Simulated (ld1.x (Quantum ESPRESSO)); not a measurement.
u(r) = r·R(r): atom against pseudo-atom (tin (Sn))

Columns: radius, all-electron u(r) and pseudo u(r) of the 4d shell (level -43.21 eV) of tin in the configuration [Kr] 4d10 5s2 5p0; PBE, scalar-relativistic, TM scheme, ld1.x (Quantum ESPRESSO) 7.5.

```json
{"r (bohr)": "0.105", "all-electron": "0.3210", "pseudo": "-0.0099"}
{"r (bohr)": "0.210", "all-electron": "0.5428", "pseudo": "-0.0729"}
{"r (bohr)": "0.315", "all-electron": "0.2951", "pseudo": "-0.2161"}
{"r (bohr)": "0.420", "all-electron": "-0.1327", "pseudo": "-0.4256"}
{"r (bohr)": "0.525", "all-electron": "-0.5257", "pseudo": "-0.6556"}
{"r (bohr)": "0.630", "all-electron": "-0.8060", "pseudo": "-0.8525"}
{"r (bohr)": "0.735", "all-electron": "-0.9675", "pseudo": "-0.9817"}
{"r (bohr)": "0.840", "all-electron": "-1.0328", "pseudo": "-1.0368"}
{"r (bohr)": "0.945", "all-electron": "-1.0307", "pseudo": "-1.0316"}
{"r (bohr)": "1.050", "all-electron": "-0.9863", "pseudo": "-0.9864"}
{"r (bohr)": "1.155", "all-electron": "-0.9179", "pseudo": "-0.9179"}
{"r (bohr)": "1.260", "all-electron": "-0.8383", "pseudo": "-0.8383"}
{"r (bohr)": "1.365", "all-electron": "-0.7552", "pseudo": "-0.7552"}
{"r (bohr)": "1.470", "all-electron": "-0.6737", "pseudo": "-0.6737"}
{"r (bohr)": "1.575", "all-electron": "-0.5966", "pseudo": "-0.5966"}
{"r (bohr)": "1.680", "all-electron": "-0.5253", "pseudo": "-0.5253"}
{"r (bohr)": "1.785", "all-electron": "-0.4604", "pseudo": "-0.4604"}
{"r (bohr)": "1.890", "all-electron": "-0.4020", "pseudo": "-0.4020"}
{"r (bohr)": "1.995", "all-electron": "-0.3500", "pseudo": "-0.3500"}
{"r (bohr)": "2.100", "all-electron": "-0.3040", "pseudo": "-0.3040"}
{"r (bohr)": "2.205", "all-electron": "-0.2633", "pseudo": "-0.2633"}
{"r (bohr)": "2.310", "all-electron": "-0.2277", "pseudo": "-0.2277"}
{"r (bohr)": "2.415", "all-electron": "-0.1965", "pseudo": "-0.1965"}
{"r (bohr)": "2.520", "all-electron": "-0.1693", "pseudo": "-0.1693"}
{"r (bohr)": "2.625", "all-electron": "-0.1456", "pseudo": "-0.1456"}
{"r (bohr)": "2.730", "all-electron": "-0.1251", "pseudo": "-0.1251"}
```

(1) How many radial nodes do the two functions have?

(2) At about which radius was the pseudo-wave matched?

(3) Is the pseudo-wave norm-conserving?

Answers

(1) The all-electron 4d function has n − l − 1 = 1; the pseudo-wave has 0, since the states of the same l below it are removed with the core.

(2) 1.20 bohr. The columns agree to 0.0005 from 1.05 bohr on; several derivatives are matched, so the curves merge somewhat inside the radius.

(3) Yes: the TM scheme keeps the norm inside the radius equal to the all-electron one, which fixes the energy derivative of the logarithmic derivative at the level.
